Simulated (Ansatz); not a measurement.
Program: Ansatz. Geometries: PBE0-D4/def2-TZVP. ΔE: electronic, gas phase. CCSD(T)/CBS is the MP2 limit (def2-TZVPP, def2-QZVPP) plus CCSD(T) − MP2 in def2-TZVPP, frozen cores. This one scheme is used for every species. DFT in def2-TZVPP. For Se outer-core shells are correlated without core-valence functions, which leaves a few kJ/mol of doubt a bond. Scalar relativity is left out up to krypton. One conformer a species, not always the lowest.

`Cl[Si](Cl)([SeH])[SeH]` → `Cl[Si]Cl` + `[SeH][SeH]`  (silylene formation by 1,1-elimination)

**Question.** Is it downhill or uphill in electronic energy at CCSD(T)/CBS, and by how much? (Estimate.)

**Answer.** Ansatz gave: Uphill: ΔE = +277.5 kJ/mol.

**Question.** What do these levels give: BLYP-D4, r2SCANh-D4, r2SCAN0-D4, BHLYP-D4, CAM-B3LYP, MP2/def2-TZVPP? (Estimate.)

**Answer.** Computed: BLYP-D4 232.2, r2SCANh-D4 286.3, r2SCAN0-D4 291.3, BHLYP-D4 274.8, CAM-B3LYP 245.1, MP2/def2-TZVPP 296.4 kJ/mol.

Largest T1 diagnostic among the species: 0.013.

The D4 term adds +28.6 kJ/mol with B3LYP and +15.5 kJ/mol with PBE0; it sums over pairs of atoms, weighted by their polarisabilities, and B3LYP, whose exchange is more repulsive, gets the larger term. At CCSD(T), def2-SVP lies −25.1 kJ/mol from the extrapolated value and def2-TZVPP −11.5 kJ/mol. From PBE to PBE0 (25 % exact exchange), in def2-TZVPP and without D4, ΔE moves by +22.3 kJ/mol.

B3LYP here is the variant with VWN-RPA as its local correlation; programs differ in this.
